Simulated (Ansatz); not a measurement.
Ansatz (a quantum-chemistry and plane-wave program) job for AsH4Si, SMILES [SiH2][AsH2], multiplicity 2, PBE/def2-TZVPD. The structure is a stationary point at B3LYP-D3(BJ)/def2-TZVP. The isomer is the one that the SMILES or the coordinates give; other isomers of the formula were not compared.

Ansatz 0.2 input:
```yaml
crystal:
  periodic: [false, false, false]
  atoms:
    - {symbol: Si, position_ang: [-1.57103379, -0.36378265, -0.13254329]}
    - {symbol: As, position_ang: [0.73478789, 0.17967743, 0.14104470]}
    - {symbol: H, position_ang: [-2.40516937, 0.84584767, 0.08945740]}
    - {symbol: H, position_ang: [-1.93163043, -0.97091273, -1.44122761]}
    - {symbol: H, position_ang: [1.16975856, -1.25978780, -0.11496819]}
    - {symbol: H, position_ang: [0.91351373, 0.54845456, -1.33213081]}
basis:
  gaussian:
    orbitals: def2-TZVPD
hamiltonian:
  xc: {name: PBE}
magnetization: {spin_polarized: true, initial_magnetization: 1}
```

It prints:

```
WARN ansatz: RAYON_NUM_THREADS=1 ignored (pool sized by the plan → 1); use --threads N
Functional definition: PBE
integrals: 0.05 GiB planned
886 factors; their error is unknown
mean field: 0.49 GiB planned
mean field evaluation 1: about -68768.4112 eV, gradient 1.5e1 eV
mean field evaluation 2: about -68768.8740 eV, gradient 1.3e1 eV
mean field evaluation 4: about -68769.5848 eV, gradient 7.3e-1 eV
mean field evaluation 8: about -68769.5745 eV, gradient 1.1e-1 eV
mean field evaluation 16: about -68769.5746 eV, gradient 4.5e-5 eV
mean field -68769.57459627 eV, -2527.2352527210 hartree, gradient 4.5e-5 eV, S^2 0.753338; 0 other end points of the search recorded, 0 dependent functions left out
reference -68769.57463633 eV, -2527.2352541932 hartree; 26, 25 occupied and 107, 108 virtual orbitals, 886 factors
Total energy: -68769.57463633 eV, -2527.2352541932 hartree
```

Self-consistency was reached.
